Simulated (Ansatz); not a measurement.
Input for Ansatz (a program for electronic structure): U-CCSD(T)/cc-pVTZ on AsH3 (SMILES [AsH3]), a point of a bond scan (R = 1.830 Å). The run froze 14 orbitals, filled d shells among them.

Ansatz 0.2 input:
```yaml
crystal:
  periodic: [false, false, false]
  atoms:
    - {symbol: As, position_ang: [0.00042674, 0.00037277, 0.07075147]}
    - {symbol: H, position_ang: [-0.33776478, 1.47873655, -0.95388432]}
    - {symbol: H, position_ang: [-0.93712035, -0.86192286, -0.76812259]}
    - {symbol: H, position_ang: [1.20443737, -0.38272110, -0.78356432]}
basis:
  gaussian:
    orbitals: cc-pVTZ
correlation: {method: ccsd_t, electrons: outside_noble_gas}
scf: {omitted_lower_state_checks: [cluster_reference]}
magnetization: {spin_polarized: true, initial_magnetization: 0}
```

The log:

```
WARN ansatz: RAYON_NUM_THREADS=2 ignored (pool sized by the plan → 2); use --threads N
Functional definition: HF
these checks for a lower state are left out or cut short: cluster_reference
integrals: 0.11 GiB planned
508 factors; integrals over basis functions are off by at most 1.1e-3 eV
mean field: 0.18 GiB planned
mean field evaluation 1: about -60842.8293 eV, gradient 5.8e0 eV
mean field evaluation 2: about -60842.8302 eV, gradient 5.8e0 eV
mean field evaluation 4: about -60843.2886 eV, gradient 4.1e-1 eV
mean field evaluation 8: about -60843.2907 eV, gradient 3.7e-4 eV
mean field evaluation 16: about -60842.9285 eV, gradient 2.2e0 eV
mean field -60843.29065349 eV, -2235.9496904523 hartree, gradient 1.7e-6 eV, S^2 0.000000; 2 other end points of the search recorded, 0 dependent functions left out
14 core orbitals not correlated
reference -60843.29065349 eV, -2235.9496904523 hartree; 4, 4 occupied and 67, 67 virtual orbitals, 508 factors
second order -4.30304909 eV of doubles, -0.00000000 eV of singles
coupled cluster: 0.23 GiB planned
cycle   1  -4.85398603 eV  change   -5.5e-1 eV  update   6.3e-2
cycle   2  -5.08377879 eV  change   -2.3e-1 eV  update   2.4e-2
cycle   3  -5.10167526 eV  change   -1.8e-2 eV  update   7.3e-3
cycle   4  -5.10110633 eV  change    5.7e-4 eV  update   2.5e-3
cycle   5  -5.10052651 eV  change    5.8e-4 eV  update   8.3e-4
cycle   6  -5.10045592 eV  change    7.1e-5 eV  update   2.5e-4
cycle   7  -5.10054096 eV  change   -8.5e-5 eV  update   8.9e-5
cycle   8  -5.10053789 eV  change    3.1e-6 eV  update   2.8e-5
cycle   9  -5.10053286 eV  change    5.0e-6 eV  update   7.7e-6
perturbative correction -0.17160367 eV, -0.0063063185 hartree
Total energy: -60848.56279002 eV, -2236.1434378961 hartree
Checks for a lower state left out: cluster_reference
```

The run converged.

Cost: very roughly 5 core-seconds.
